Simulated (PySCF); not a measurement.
Si(H)(Me)2(Cl) (C₂H₇ClSi), SMILES C[SiH](C)Cl.

Coordinates come from a r2SCAN-D4/def2-SVP optimisation.

All values below come from PBE/def2-TZVP (PySCF).

Symmetry labels are those of the subgroup Cs that the program uses (full group Cs).

Computed valence orbital energies around the gap with their symmetry:
```
orbital  symmetry  energy (eV)
-------  --------  -----------
HOMO−7         A'       -10.31
HOMO−6         A"        -9.93
HOMO−5         A"        -9.82
HOMO−4         A'        -8.79
HOMO−3         A'        -8.40
HOMO−2         A"        -8.28
HOMO−1         A'        -7.18
HOMO           A"        -7.17
LUMO           A'        -0.04
LUMO+1         A'         0.35
LUMO+2         A"         0.47
LUMO+3         A'         1.23
```
